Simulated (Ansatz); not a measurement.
Consider the redistribution: `N[SiH](F)[SiH2]O` + `CO[SiH](C)N` → `CO[Si@@H](N)[Si@H](N)F` + `C[SiH2]O`.

Isolated molecules relaxed with PBE0-D4/def2-TZVP in Ansatz; ΔE leaves out vibrations. CCSD(T)/CBS is the MP2 limit (def2-TZVPP, def2-QZVPP) plus CCSD(T) − MP2 in def2-TZVPP, frozen cores. This one scheme is used for every species. One conformer a species, not always the lowest.

```json
{"species": "`N[SiH](F)[SiH2]O`", "SCS-MP2/def2-QZVPP energy (Eh)": "-811.44513"}
{"species": "`CO[SiH](C)N`", "SCS-MP2/def2-QZVPP energy (Eh)": "-500.43269"}
{"species": "`CO[Si@@H](N)[Si@H](N)F`", "SCS-MP2/def2-QZVPP energy (Eh)": "-905.98580"}
{"species": "`C[SiH2]O`", "SCS-MP2/def2-QZVPP energy (Eh)": "-405.89301"}
```

Question: Work out ΔE.

Answer: ΔE = (-905.98580) + (-405.89301) − (-811.44513) − (-500.43269) = -0.00099 Eh = -0.03 eV. CCSD(T)/CBS gives -0.03 eV.

Largest T1 diagnostic among the species: 0.012.

The D4 term adds −0.03 eV with B3LYP and −0.02 eV with PBE0; it sums over pairs of atoms, weighted by their polarisabilities, and B3LYP, whose exchange is more repulsive, gets the larger term.

B3LYP here is the variant with VWN-RPA as its local correlation; programs differ in this.
